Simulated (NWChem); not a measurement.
# HIn

```xyz
2

In     0.0000     0.0000     0.0377
H      0.0000     0.0000    -1.8484
```
Charge 0, spin multiplicity 1.

Everything below was run with NWChem. All single points use one geometry, from PBE/def2-SVP with def2 effective core potentials on In, a minimum by its harmonic frequencies.

Effective core potentials replace the inner electrons of In; spin-orbit coupling is left out. The structure started from a generated list of species. The stability of the SCF solutions was not checked.

Worked example. At LC-wPBE (omega 0.3 per bohr)/def2-TZVP the molecule has a total energy of -190.73388 Ha and the free atoms (multiplicities In 2, H 2) H -0.50435, In -190.13341 Ha. The electronic atomisation energy is the atoms' sum less the molecule's energy.

1·(-190.13341) + 1·(-0.50435) = -190.63776 Ha for the atoms; less the molecule's energy this leaves 0.09612 Ha, or 60.3 kcal/mol (252 kJ/mol), without zero-point, thermal or spin-orbit terms.
